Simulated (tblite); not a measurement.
Species: C3H13ClGeSi2.
Atom-mapped SMILES: `[CH3:1][SiH2:2][GeH2:3][CH2:4][CH2:5][SiH2:6][Cl:7]` (hydrogens: H8, H9, H10 on C1; H11, H12 on Si2; H13, H14 on Ge3; H15, H16 on C4; H17, H18 on C5; H19, H20 on Si6)

Computed with GFN2-xTB (tblite), gas phase: L-BFGS steps from a force-field or distance-geometry start until the largest atomic force falls under 0.01 eV/Å.

Step 0: E = -626.1477 eV
```
atom  x, y, z in Å  |  force x, y, z in eV/Å
C1     -2.5291    0.7704    0.8131   -0.471   0.514   0.570
Si2    -2.3170   -0.3604   -0.6569   -0.012  -0.612  -0.422
Ge3    -0.5364   -1.7984   -0.2172   -0.980  -0.427  -0.284
C4      0.9770   -0.7537    0.4106    0.462  -0.498   1.073
C5      1.4399    0.2194   -0.6450   -0.207   0.175  -0.692
Si6     2.8906    1.2329   -0.0489    0.672   0.792   0.649
Cl7     2.3026    2.4289    1.5664    0.262  -0.573  -0.741
H8     -2.7422    0.1760    1.7259    0.129   0.547  -0.512
H9     -3.3808    1.4579    0.6206    0.649  -0.355   0.405
H10    -1.6144    1.3613    0.9726   -0.491  -0.144   0.096
H11    -2.0135    0.4346   -1.8439   -0.103   0.106  -0.164
H12    -3.5427   -1.1477   -0.8652    0.019   0.154  -0.065
H13    -0.9700   -2.8062    0.8849    0.374   0.063  -0.459
H14    -0.1555   -2.5540   -1.5184    0.049  -0.009   0.593
H15     0.6656   -0.2059    1.3374    0.378  -0.450  -0.624
H16     1.7962   -1.4633    0.6864   -0.380   0.705  -0.028
H17     1.7525   -0.3297   -1.5601   -0.380   0.297   0.430
H18     0.6157    0.9118   -0.9152    0.256  -0.495  -0.041
H19     3.9798    0.3373    0.3800   -0.165   0.173   0.062
H20     3.3767    2.0994   -1.1301   -0.062   0.036   0.152
```

Step 1: E = -626.2636 eV
```
atom  x, y, z in Å  |  force x, y, z in eV/Å
C1     -2.5358    0.7777    0.8213   -0.047   0.011  -0.035
Si2    -2.3172   -0.3692   -0.6629   -0.078  -0.151  -0.121
Ge3    -0.5504   -1.8044   -0.2212   -0.503  -0.241  -0.104
C4      0.9836   -0.7608    0.4259   -0.006  -0.129   0.005
C5      1.4369    0.2220   -0.6549    0.137   0.041   0.195
Si6     2.9002    1.2443   -0.0396    0.256   0.418   0.329
Cl7     2.3063    2.4208    1.5558    0.211  -0.433  -0.559
H8     -2.7403    0.1838    1.7186    0.032   0.337  -0.168
H9     -3.3715    1.4529    0.6264    0.230  -0.032   0.310
H10    -1.6215    1.3592    0.9739   -0.332  -0.037   0.117
H11    -2.0149    0.4361   -1.8463   -0.104   0.067  -0.126
H12    -3.5425   -1.1455   -0.8662   -0.079   0.086  -0.087
H13    -0.9647   -2.8053    0.8783    0.298  -0.018  -0.394
H14    -0.1548   -2.5541   -1.5099    0.045  -0.055   0.510
H15     0.6710   -0.2124    1.3285    0.255  -0.230  -0.213
H16     1.7908   -1.4532    0.6860    0.032   0.316   0.117
H17     1.7471   -0.3255   -1.5540   -0.257   0.115   0.130
H18     0.6193    0.9047   -0.9158    0.008  -0.286  -0.100
H19     3.9774    0.3398    0.3809   -0.087   0.127   0.090
H20     3.3758    2.0999   -1.1279   -0.011   0.093   0.104
```

Question: Estimate the geometry and energy of step 2. (The exact step hangs on the optimiser's Hessian estimate; all steps are aligned on step 1, rigid shifts and turns removed.)

Answer: E = -626.3179 eV, largest force 0.522 eV/Å
```
atom  x, y, z in Å  |  force x, y, z in eV/Å
C1     -2.5386    0.7798    0.8225    0.133  -0.217  -0.316
Si2    -2.3190   -0.3748   -0.6672   -0.114   0.124  -0.034
Ge3    -0.5656   -1.8115   -0.2247   -0.100  -0.033   0.012
C4      0.9851   -0.7656    0.4299   -0.243  -0.018  -0.462
C5      1.4393    0.2235   -0.6529    0.229   0.033   0.422
Si6     2.9085    1.2568   -0.0297    0.027   0.050  -0.021
Cl7     2.3121    2.4087    1.5403    0.116  -0.208  -0.263
H8     -2.7391    0.1935    1.7128   -0.035   0.120   0.094
H9     -3.3638    1.4508    0.6350   -0.072   0.180   0.195
H10    -1.6309    1.3579    0.9770   -0.112   0.067   0.111
H11    -2.0177    0.4381   -1.8498   -0.107   0.022  -0.076
H12    -3.5442   -1.1430   -0.8684   -0.153   0.039  -0.100
H13    -0.9565   -2.8055    0.8676    0.219  -0.119  -0.282
H14    -0.1536   -2.5554   -1.4960    0.048  -0.115   0.386
H15     0.6782   -0.2193    1.3214    0.114  -0.062   0.073
H16     1.7902   -1.4434    0.6886    0.237   0.051   0.157
H17     1.7398   -0.3217   -1.5494   -0.132   0.028   0.009
H18     0.6204    0.8963   -0.9182   -0.068  -0.162  -0.073
H19     3.9748    0.3434    0.3832   -0.012   0.088   0.109
H20     3.3754    2.1022   -1.1250    0.025   0.131   0.060
```

The energy changes by -0.0543 eV. The first-order estimate −F·Δx gives -0.0814 eV and the mean of the old and new forces, exact on a quadratic surface, -0.0541 eV. The step makes an angle of 9° with the force vector and moves no atom by more than 0.021 Å.

What follows is the cost of the whole relaxation. Time: 1.0 s of wall time. Hardware: Arm Neoverse N1, one thread, no GPU, shared host with 64 logical CPUs at a one-minute load of 57.
